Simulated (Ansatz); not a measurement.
C₉H₂₁ClGeO₃⁻, that is GeCl(OiPr)3 with one electron more. Total charge -1; doublet. Geometry r2SCAN-D4/def2-SVP; atoms count from 1.

```xyz
35

Ge    0.568   -1.387   -0.394
Cl    0.171   -2.972   -2.217
O     0.339    0.186   -1.335
C    -0.208    0.269   -2.631
C     0.193    1.622   -3.210
C    -1.724    0.087   -2.592
H     0.210   -0.534   -3.273
H    -0.215    2.437   -2.586
H    -0.183    1.747   -4.241
H     1.290    1.720   -3.220
H    -1.963   -0.896   -2.157
H    -2.181    0.870   -1.960
H    -2.163    0.145   -3.604
O     1.237   -0.488    1.134
C     2.448    0.209    1.053
C     3.267   -0.085    2.310
C     2.184    1.706    0.880
H     3.045   -0.128    0.172
H     2.697    0.228    3.201
H     4.237    0.444    2.308
H     3.452   -1.168    2.393
H     1.592    1.858   -0.035
H     1.599    2.080    1.739
H     3.122    2.286    0.815
O    -1.064   -1.754    0.339
C    -1.524   -1.133    1.518
C    -2.684   -1.976    2.041
C    -1.945    0.311    1.252
H    -0.722   -1.115    2.282
H    -3.487   -2.014    1.285
H    -3.097   -1.563    2.978
H    -2.346   -3.008    2.224
H    -1.090    0.872    0.845
H    -2.761    0.336    0.510
H    -2.292    0.807    2.177
```

Single mean-field runs in def2-TZVP are fitted with def2-universal-jkfit.

(1) Estimate the Mulliken populations of the heavy atoms from the PBE0/def2-TZVP orbitals of Ansatz.

(2) Where does the spin sit?

(3) And the Mayer bond orders between heavy atoms (over 0.3)?

## Answers

(1) 
```tsv
atom	charge (e)	spin (α − β)
Ge1	0.62	0.60
Cl2	-0.53	0.19
O3	-0.43	0.05
C4	0.11	0.00
C5	-0.33	0.00
C6	-0.35	0.00
O14	-0.47	0.10
C15	0.16	-0.02
C16	-0.33	0.00
C17	-0.36	0.00
O25	-0.42	0.03
C26	0.13	0.00
C27	-0.33	0.00
C28	-0.37	0.00
```
Mulliken values depend strongly on the basis.

(2) Summed by element: Ge 0.60, Cl 0.19, O 0.18, C -0.03, H 0.07, of 1 unpaired in all. Largest on single atoms: Ge1 0.60, Cl2 0.19, O14 0.10.

(3) Ge1–Cl2 0.62 (2.45 Å); Ge1–O3 0.85 (1.85 Å); Ge1–O14 0.71 (1.90 Å); Ge1–O25 0.92 (1.83 Å); O3–C4 1.06 (1.41 Å); C4–C5 0.96 (1.53 Å); C4–C6 0.98 (1.53 Å); O14–C15 1.07 (1.40 Å); C15–C16 0.97 (1.53 Å); C15–C17 0.99 (1.53 Å); O25–C26 1.05 (1.41 Å); C26–C27 0.95 (1.53 Å); C26–C28 0.98 (1.53 Å).
